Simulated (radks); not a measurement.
Yb, configuration [Kr] 4d10 4f14 5s1 5p6 6s2 5d1 (not the ground configuration). All-electron calculation, scalar-relativistic Kohn-Sham, r2SCAN, spin-polarised, spherical densities, finite nucleus; open shells are filled with parallel spins first (spin-orbit coupling, left out, can overturn this in heavy ions); meta-GGA in the generalised Kohn-Sham scheme; Fermi nuclear charge, rms radius 5.3108 fm. Program: a radial shooting solver on a logarithmic mesh with Libxc functionals.

Radial electron density D(r) = 4 pi r^2 rho(r):

| r (bohr) | D(r) (e/bohr) | spin D(r) |
|---|---|---|
| 0.002885 | 28.56 | 0.0129 |
| 0.003386 | 35.05 | 0.0157 |
| 0.003941 | 42.08 | 0.0185 |
| 0.004625 | 50.32 | 0.0216 |
| 0.005385 | 58.74 | 0.0245 |
| 0.006268 | 67.40 | 0.0271 |
| 0.007356 | 76.26 | 0.0290 |
| 0.008564 | 83.80 | 0.0296 |
| 0.00997 | 89.80 | 0.0286 |
| 0.0117 | 93.76 | 0.0254 |
| 0.01362 | 94.84 | 0.0204 |
| 0.01598 | 93.22 | 0.0135 |
| 0.01861 | 89.80 | 0.00682 |
| 0.02166 | 86.05 | 0.00222 |
| 0.02542 | 83.93 | 0.00264 |
| 0.02959 | 85.76 | 0.0107 |
| 0.03473 | 92.95 | 0.0280 |
| 0.04043 | 104.0 | 0.0501 |
| 0.04707 | 116.3 | 0.0704 |
| 0.05523 | 125.4 | 0.0791 |
| 0.0643 | 126.3 | 0.0680 |
| 0.07485 | 118.9 | 0.0415 |
| 0.08784 | 106.4 | 0.0171 |
| 0.1023 | 97.56 | 0.0241 |
| 0.12 | 98.01 | 0.0759 |
| 0.1397 | 106.6 | 0.139 |
| 0.1626 | 114.1 | 0.157 |
| 0.1909 | 109.8 | 0.0850 |
| 0.2222 | 91.71 | -0.0226 |
| 0.2587 | 69.37 | -0.0556 |
| 0.3035 | 55.39 | 0.0619 |
| 0.3534 | 56.25 | 0.226 |
| 0.4147 | 63.75 | 0.244 |
| 0.4828 | 65.24 | 0.0654 |
| 0.562 | 56.74 | -0.0992 |
| 0.6595 | 41.80 | 0.0328 |
| 0.7678 | 28.80 | 0.496 |
| 0.901 | 19.90 | 1.08 |
| 1.049 | 15.15 | 1.40 |
| 1.221 | 11.89 | 1.39 |
| 1.433 | 8.692 | 1.11 |
| 1.668 | 5.845 | 0.803 |
| 1.942 | 3.606 | 0.567 |
| 2.279 | 2.139 | 0.419 |
| 2.653 | 1.438 | 0.330 |
| 3.114 | 1.082 | 0.248 |
| 3.625 | 0.8461 | 0.171 |
| 4.22 | 0.6082 | 0.103 |
| 4.952 | 0.3679 | 0.0494 |
| 5.765 | 0.1902 | 0.0201 |
| 6.711 | 0.08039 | 0.00698 |
| 7.876 | 0.02555 | 0.00219 |
| 9.169 | 0.006769 | 0.000760 |
| 10.76 | 0.001291 | 0.000235 |
| 12.53 | 0.0002099 | 0.0000632 |

D(r) has 4 maxima, at r = 0.0134, 0.0608, 0.169, 0.460 bohr, and minima at 0.0258, 0.110, 0.324 bohr, inside which lie 1.92, 11.09, 29.75 electrons.
